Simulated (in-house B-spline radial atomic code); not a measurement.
Radial electron density of Sb, [Kr] 4d10 5s2 5p2 6f1. Method: scalar-relativistic (X2C) B97-1, spin-polarised, spherical fractional occupations, Fermi nucleus of rms radius 4.6802 fm. Calculated with an all-electron radial atomic-structure program (B-spline basis).

Caution: exact exchange at fractional occupations of open shells leaves self-interaction of up to several eV.

One-electron X2C: radii and densities carry no picture-change correction, so inner-shell <1/r> comes out high (for 1s by about 2 % at Z = 33, 5 % at 54, 10 % at 75, 30 % at 118) and <r> low.

Columns: r (bohr), 4πr²n(r) (electrons per bohr), bar.

```
0.000895    2.061 #
 0.00118    3.195 ##
 0.00155    4.887 ###
 0.00204     7.42 ####
 0.00269    11.14 ######
 0.00354    16.36 #########
 0.00466    23.43 ############
 0.00614     32.5 #################
 0.00809    43.12 #######################
  0.0106    53.76 ############################
   0.014    62.63 #################################
  0.0185    66.54 ###################################
  0.0243    64.23 ##################################
   0.032    58.61 ###############################
  0.0421    57.18 ##############################
  0.0555    66.26 ###################################
  0.0731    80.56 ##########################################
  0.0962    83.56 ############################################
   0.127    69.27 ####################################
   0.167    58.82 ###############################
    0.22    66.63 ###################################
   0.289    67.29 ###################################
   0.381    42.57 ######################
   0.501    22.73 ############
    0.66    23.94 #############
   0.869    23.28 ############
    1.14     13.7 #######
    1.51    5.929 ###
    1.98    3.126 ##
    2.61    1.768 #
    3.44   0.6981 
    4.53   0.1553 
    5.96  0.02335 
    7.85   0.0101 
    10.3  0.01013 
    13.6 0.003891 
    17.9 0.000612 
    23.6   0.0143 
    31.1 0.003717 
    40.9 0.006904 
    53.9  0.04928 
    70.9 0.003154 
    93.4 9.721e-06 
     123 2.052e-08 
     162 1.06e-09
```

On this grid the curve has 7 maxima, near 0.0185, 0.0962, 0.289, 0.66, 10.3, 23.6, 53.9 bohr.

The 6f up radial function P(r) = rR(r), positive near the nucleus:

```json
{"r (bohr)": "0.22", "P": "0.0003779"}
{"r (bohr)": "0.381", "P": "0.001108"}
{"r (bohr)": "0.66", "P": "0.002351"}
{"r (bohr)": "1.14", "P": "0.004224"}
{"r (bohr)": "1.98", "P": "0.009576"}
{"r (bohr)": "3.44", "P": "0.02655"}
{"r (bohr)": "5.96", "P": "0.07116"}
{"r (bohr)": "10.3", "P": "0.1006"}
{"r (bohr)": "17.9", "P": "-0.02474"}
{"r (bohr)": "31.1", "P": "-0.06097"}
{"r (bohr)": "53.9", "P": "0.222"}
{"r (bohr)": "93.4", "P": "0.003118"}
```
